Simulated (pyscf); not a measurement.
A first-order saddle from PySCF, ωB97X-D3(BJ)/def2-SVP:

```xyz
7

Ga     0.1951     0.4339     0.1846
O      1.5511     1.3559    -0.4542
H      1.0589     1.6193     0.9455
C     -1.1227    -0.9542    -0.1662
H     -0.9062    -1.4524    -1.1232
H     -1.1101    -1.7008     0.6419
H     -2.1280    -0.5083    -0.2129
```
Charge 0, spin multiplicity 2.

Surface: doublet, charge 0. Lowest wavenumbers (cm⁻¹): 1469i, 28, 152, 278, 578.

Q: What reaction is this the transition state of?

A: H₃C–GaH–O• (SMILES [CH3][GaH][O]) <-> [H₃C–Ga–OH]• (SMILES [CH3][Ga][OH]), a hydrogen shift read from left to right: Ga–H broken and H–O formed. At CCSD(T)/def2-TZVPP + ΔMP2(QZVPP) it lies +18.7 kcal/mol from the left side and +56.3 kcal/mol from the right (each side as separated species at their lowest minima found). H₃C–GaH–O• lies 12.7 kcal/mol over its isomer •H₂C–GaH–OH (electronic energy, ωB97M-D3(BJ)/def2-TZVP). One saddle was located; it need not be the lowest between these sides. The CCSD(T) − MP2 part came from Ansatz, without density fitting, on the same reference. The frozen core leaves the outer d or s,p core shells of the metals and heavy elements correlated in the MP2 and CC values, and def2-TZVPP describes them poorly, which can shift differences by a few kcal/mol. Elements up to Kr have no core potential and no relativistic terms here.
